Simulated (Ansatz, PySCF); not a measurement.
Spin gap between two states, R1 and P1; the higher of the two is an excited state, each structure at its B3LYP-D3(BJ)/def2-TZVP stationary point, reached from a drawn start (curvature not checked).
R1, Cl2Ge (SMILES [Cl][Ge][Cl]) (charge 0, multiplicity 1):
```xyz
3

Ge     0.00000     0.00000    -0.94040
Cl     1.69429     0.00000     0.47020
Cl    -1.69429     0.00000     0.47020
```
P1, Cl2Ge (SMILES [Cl][Ge][Cl]) (charge 0, multiplicity 3):
```xyz
3

Ge     0.0000     0.0000    -0.7422
Cl     1.8778     0.0000     0.3710
Cl    -1.8778     0.0000     0.3710
```

```csv
level,spin gap (kJ/mol),"minus CCSD(T)/CBS(def2-TZVPP, def2-QZVPP)",cost
HF/def2-TZVPP,186.9,-67.3,-
HF/def2-QZVPP,186.9,-67.3,-
SVWN5/def2-TZVPP,268.7,14.5,×0.6
PBE/def2-TZVPP,254.8,0.5,×1
PBE-D3(BJ)/def2-TZVPP,255.2,1.0,×1
PBE-D4/def2-TZVPP,255.3,1.0,×1
BLYP/def2-TZVPP,267.8,13.6,×1
BLYP-D3(BJ)/def2-TZVPP,269.0,14.8,×1
revPBE/def2-TZVPP,250.0,-4.2,×1
revPBE-D3(BJ)/def2-TZVPP,251.2,-3.0,×1
revPBE-D4/def2-TZVPP,251.6,-2.6,×1
r2SCAN/def2-TZVPP,239.0,-15.2,×0.8
r2SCAN-D3(BJ)/def2-TZVPP,239.0,-15.2,×0.8
r2SCAN-D4/def2-TZVPP,239.0,-15.2,×0.8
B97M-V/def2-TZVPP,259.9,5.7,×1
B3LYP-D3(BJ)/def2-TZVPP,264.4,10.1,×0.7
B3LYP-D4/def2-TZVPP,264.3,10.1,×0.7
PBE0/def2-TZVPP,245.9,-8.3,×0.7
PBE0-D4/def2-TZVPP,246.3,-7.9,×0.7
BHLYP/def2-TZVPP,253.6,-0.6,×0.8
BHLYP-D3(BJ)/def2-TZVPP,254.5,0.2,×0.8
BHLYP-D4/def2-TZVPP,254.3,0.1,×0.8
M06-2X/def2-TZVPP,232.4,-21.8,-
CAM-B3LYP/def2-TZVPP,260.7,6.5,×0.9
CAM-B3LYP-D3(BJ)/def2-TZVPP,261.0,6.8,×0.9
wB97X-V/def2-TZVPP,263.5,9.3,×1
wB97M-V/def2-TZVPP,265.6,11.4,×2
B2PLYP/def2-TZVPP,259.2,5.0,×0.9
B2PLYP-D3(BJ)/def2-TZVPP,259.7,5.5,×0.9
MP2/def2-SVP,236.1,-18.1,-
MP2/def2-TZVPP,246.0,-8.2,-
MP2/def2-QZVPP,250.6,-3.6,-
"MP2/CBS(def2-TZVPP, def2-QZVPP)",254.0,-0.2,-
SCS-MP2/def2-TZVPP,255.5,1.3,-
SCS-MP2/def2-QZVPP,261.0,6.8,-
CCSD/def2-TZVPP,244.7,-9.5,-
CCSD/def2-QZVPP,247.9,-6.3,-
CCSD(T)/def2-SVP,242.1,-12.1,×0.7
CCSD(T)/def2-QZVPP,251.6,-2.6,×10
"CCSD(T)/CBS(def2-TZVPP, def2-QZVPP)",254.2,0.0,×20
```

 The comparison column counts from a level with limits of its own.

P less R. No zero-point or thermal terms; singlets are restricted closed shells; open shells are unrestricted; no spin–orbit coupling.

Correlated levels freeze the cores. In cc and def2 sets filled d and f shells under p-block atoms count as core. CBS(a, b) extrapolates the correlation energy as X⁻³ and adds the Hartree–Fock energy of set b.

Run with Ansatz (a program for electronic structure) with Gaussian orbitals; PySCF for M06-2X and the D3/D4 terms. All values are computed, each at the level named.

Costs are rough ratios of core time to PBE/def2-TZVPP (about 14 s over the structures, on one shared machine); a dash marks a level with no comparable run of its own.
